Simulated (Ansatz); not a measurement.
Computed with Ansatz.

Basis-set series for C2H6GaSb, SMILES `[CH3][Sb]1[CH2][GaH]1`. Total charge 0; spin multiplicity 1. Sb: def2 effective core potential. The structure was optimised at the PBE0-D4/def2-TZVP level.

```json
{"functional": "PBE0-D4", "basis": "def2-SVP", "functions": "116", "energy (Eh)": "-2244.23740", "HOMO (eV)": "-5.55", "LUMO (eV)": "-1.66"}
{"functional": "PBE0-D4", "basis": "def2-TZVPP", "functions": "244", "energy (Eh)": "-2244.58403", "HOMO (eV)": "-5.58", "LUMO (eV)": "-1.71"}
{"functional": "ωB97M-V", "basis": "def2-SVP", "functions": "116", "energy (Eh)": "-2244.37409", "HOMO (eV)": "-7.45", "LUMO (eV)": "0.06"}
{"functional": "ωB97M-V", "basis": "def2-TZVPP", "functions": "244", "energy (Eh)": "-2244.72603", "HOMO (eV)": "-7.48", "LUMO (eV)": "-0.03"}
```

Problem. Give the rows for def2-QZVPP. (An estimate is asked.)

Solution. The calculation gave: 
```
functional       basis  functions  energy (Eh)  HOMO (eV)  LUMO (eV)
   PBE0-D4  def2-QZVPP        465  -2244.63386      -5.59      -1.75
   ωB97M-V  def2-QZVPP        465  -2244.77465      -7.49      -0.15
```

Scalar relativity is left out up to krypton.
